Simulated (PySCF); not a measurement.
Diatomics of H with the chalcogens

r²SCAN with double-zeta basis sets in PySCF, for the lowest determinant that a PBE0 search found; no spin–orbit coupling. De refers to high-spin ground-configuration atoms. A positive dipole means M(−)H(+).

```csv
M,basis,state (unpaired electrons),Re (Å),ωe (cm⁻¹),De (eV),μ (D)
O,cc-pVDZ,doublet (π ↑),0.981,3664,4.48,1.69
S,aug-cc-pVDZ/aug-cc-pV(D+d)Z,doublet (π ↑),1.354,2687,3.82,0.83
Se,def2-SVPD,doublet (π ↑),1.474,2439,3.44,0.57
Te,aug-cc-pVDZ-PP/aug-cc-pVDZ,doublet (π ↑),1.668,2130,2.93,0.15
```

(1) By what factor does the well depth vary along the series?

The rows differ in basis set, which adds steps of its own.

Relativity is treated differently too: O no relativity; S no relativity; Se no relativity; Te scalar-relativistic core potentials.

Down a group bonds as a rule get longer and wavenumbers fall, partly through the reduced mass; this series shows no clear exception.

These are scalar-relativistic numbers at best; spin–orbit coupling would shift them, the dissociation energy most. States were picked by a PBE0 search and need not be the measured ground states.

## Answers

(1) At r²SCAN it runs from 2.93 eV (TeH) to 4.48 eV (OH), a factor of 1.53.
